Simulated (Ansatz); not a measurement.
Reaction (substitution at a C–C bond): `BCC(Cl)Br` + `[OH][AlH][Cl]` → `BC[O][AlH][Cl]` + `ClCBr`

Computed with Ansatz on PBE0-D4/def2-TZVP structures; ΔE is electronic, products minus reactants. CCSD(T)/CBS adds triple-zeta CCSD(T) − MP2 to the extrapolated MP2 energy (def2 sets, frozen cores). This one scheme is used for every species. For Br outer-core shells are correlated without core-valence functions, which leaves a few kJ/mol of doubt a bond. Scalar relativity is left out up to krypton. Each species was taken in one conformer, which may not be the lowest.

`BCC(Cl)Br`:

```xyz
10

B    -0.226    1.037   -1.096
C    -0.167    0.440    0.341
C     0.217   -1.013    0.420
Cl    1.884   -1.244   -0.136
Br    0.001   -1.727    2.223
H    -0.245    0.334   -2.063
H    -0.323    2.221   -1.230
H    -1.191    0.561    0.734
H     0.457    1.037    1.013
H    -0.407   -1.646   -0.205
```

`[OH][AlH][Cl]`:

Cartesian coordinates in Å:
```
O 1.066 -0.689 0.219
Al -0.354 0.214 0.259
Cl -1.232 0.853 -1.533
H 1.521 -0.942 -0.583
H -1.001 0.564 1.639
```

`BC[O][AlH][Cl]`:

Cartesian coordinates in Å:
```
B 0.227 0.916 1.283
C -0.546 -0.340 0.813
O -0.025 -1.080 -0.264
Al 0.422 -0.694 -1.832
Cl -0.021 1.225 -2.556
H 1.259 1.250 0.774
H -0.218 1.548 2.196
H -1.595 -0.055 0.627
H -0.620 -1.004 1.693
H 1.117 -1.765 -2.734
```

`ClCBr`:

Cartesian coordinates in Å:
```
Cl 0.178 -1.273 -1.119
C -0.076 0.122 -0.083
Br 0.587 -0.130 1.712
H -1.142 0.311 -0.007
H 0.453 0.970 -0.503
```

| species | CCSD(T)/CBS(def2) energy (Eh) |
| --- | --- |
| `BCC(Cl)Br` | -3136.98303 |
| `[OH][AlH][Cl]` | -778.29577 |
| `BC[O][AlH][Cl]` | -842.90500 |
| `ClCBr` | -3072.34323 |

Problem. Work out ΔE.

Solution. ΔE = (-842.90500) + (-3072.34323) − (-3136.98303) − (-778.29577) = 0.03057 Eh = +0.83 eV.

Largest T1 diagnostic among the species: 0.012.

The D4 term adds +0.03 eV with B3LYP and +0.02 eV with PBE0; it sums over pairs of atoms, weighted by their polarisabilities, and B3LYP, whose exchange is more repulsive, gets the larger term. From PBE to PBE0 (25 % exact exchange), in def2-TZVPP and without D4, ΔE moves by +0.03 eV.

B3LYP here is the variant with VWN-RPA as its local correlation; programs differ in this.
